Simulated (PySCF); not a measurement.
# How methods differ on the interval between two levels of As(2+)

As(2+) [Ar] 3d10 4s2 4p1 [2P3/2, M_J = 3/2] → As(2+) [Ar] 3d10 4s1 4p1 5s1 [4P5/2, M_J = 5/2], as a difference of total energies. All numbers are calculated (PySCF 2.14, the two-component X2C-1e Hamiltonian, in x2c-TZVPall-2c with one added diffuse shell each of s, p, d type (7s8p5d1f, 63 functions)). Correlated levels: [Ne] frozen. "Screened" scales the spin-orbit matrix elements by Boettger's factors to mimic the two-electron term; Breit and QED terms are absent.

| method | interval between two levels (cm⁻¹) |
| --- | --- |
| GHF (spin-free) | 167370 |
| GMP2 (spin-free) | 177090 |
| GHF (screened spin-orbit) | 167540 |
| GMP2 (screened spin-orbit) | 177270 |

The labels give the starting determinants; with spin-orbit coupling the two ends relaxed to ⟨J²⟩ = 3.76, ⟨L²⟩ = 2.01, ⟨S²⟩ = 0.75 and ⟨J²⟩ = 9.38, ⟨L²⟩ = 2.64, ⟨S²⟩ = 3.75.

The promoted electron is Rydberg-like, and one or two diffuse shells describe it only roughly, which tends to raise the upper state.

The determinant of the upper state mixes levels of different J (the jj label is only the starting occupation), so the difference between spin-free and spin-orbit rows is not the physical spin-orbit shift.
